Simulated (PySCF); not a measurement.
FH7N2Si2, SMILES N[SiH2]N[SiH2]F.

Geometry optimised at PBE-D3(BJ)/def2-SVP. This is a generated structure with no PubChem entry under its InChIKey; it may be hypothetical. The values are those of a single conformer.

Two levels are set side by side: TDA-PBE/def2-SVPD (PySCF) and TDA-B3LYP/def2-SVPD (PySCF). Vertical, same geometry. The lowest singlet is HOMO→LUMO 96 % with PBE and HOMO→LUMO 94 % with the other functional; states are paired by order. Differences are taken from unrounded values.

```csv
quantity,TDA-B3LYP
lowest singlet excitation (eV),6.25
lowest triplet excitation (TDA) (eV),5.87
first bright state (f over 0.05) (eV),6.25
its oscillator strength,0.06
```

Problem. What does TDA-PBE give, and how far is it from TDA-B3LYP? (An estimate is asked for; the answer gives what the named calculation found.)

Solution. 
```
quantity                               TDA-PBE  TDA-PBE minus TDA-B3LYP
-------------------------------------  -------  -----------------------
lowest singlet excitation (eV)            5.70                    -0.55
lowest triplet excitation (TDA) (eV)      5.37                    -0.49
first bright state (f over 0.05) (eV)     6.10                    -0.15
its oscillator strength                   0.05                    -0.01
```

A lower first singlet is the usual sign of a functional without exact exchange. Differences between two approximate levels are no errors against the true value.

Rough cost on one machine, each run with all the roots and properties that it gave: TDA-B3LYP against TDA-PBE about 3 times.
